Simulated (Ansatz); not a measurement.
Reaction (ligand exchange at a Ga–C bond): `C#[C][GaH][SH]` + H₂S → `[SH][GaH][SH]` + acetylene

Computed with Ansatz on PBE0-D4/def2-TZVP structures; ΔE is electronic, products minus reactants. CBS: MP2 limit from def2 TZ/QZ plus the TZ coupled-cluster correction, frozen cores. This one scheme is used for every species. DFT in def2-TZVPP. B3LYP here is the variant with VWN-RPA as its local correlation; programs differ in this. For Ga outer-core shells are correlated without core-valence functions, which leaves a few kJ/mol of doubt a bond. Scalar relativity is left out up to krypton. One conformer a species, not always the lowest.

```tsv
level	ΔE (kcal/mol)	difference from CCSD(T)/CBS
BLYP-D4	-13.2	-0.6
r2SCAN-D4	-13.4	-0.8
PBE0-D4	-13.6	-1.0
B3LYP-D4	-13.3	-0.7
r2SCANh-D4	-13.5	-0.9
BHLYP-D4	-13.3	-0.7
ωB97X-V	-12.6	0.0
PBE	-13.5	-0.9
revPBE	-13.2	-0.6
B3LYP	-13.0	-0.4
BHLYP	-13.0	-0.4
LC-ωPBE	-12.7	-0.1
MP2/def2-SVP	-12.1	0.5
SCS-MP2/def2-TZVPP	-11.2	1.4
HF/def2-QZVPP	-12.2	0.4
HF/CBS(def2)	-12.2	0.4
CCSD(T)/CBS	-12.6	0
```

Largest T1 diagnostic among the species: 0.014.

Leaving LDA and LC-ωPBE aside and taking each functional with its dispersion term where it has one, the values, not all of them listed here, spread over 1.1 kcal/mol, from PBE-D4 to B2PLYP.
